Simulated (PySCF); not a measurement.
CH6OSe2Si, SMILES C[Si](O)([SeH])[SeH]. Geometry optimised at PBE0-D3(BJ)/def2-SVP. One conformer was computed; it need not be the lowest.

Computed equilibrium geometry at PBE0-D3(BJ)/def2-SVP (PySCF confirms it by a frequency run) as Cartesian coordinates in Å (one conformer of several):
```xyz
11

C      2.3597     0.2435    -0.0666
Si     0.5941    -0.2411    -0.3703
O      0.6197    -1.3381    -1.6182
Se    -0.5614     1.6841    -0.8284
Se    -0.4040    -1.3236     1.3876
H      2.4432     0.8852     0.8222
H      2.7649     0.7837    -0.9365
H      2.9638    -0.6621     0.0942
H     -0.2335    -1.6231    -1.9602
H     -1.8684     1.0469    -0.6091
H     -0.6788    -0.0700     2.1050
```
Charge 0, spin multiplicity 1.
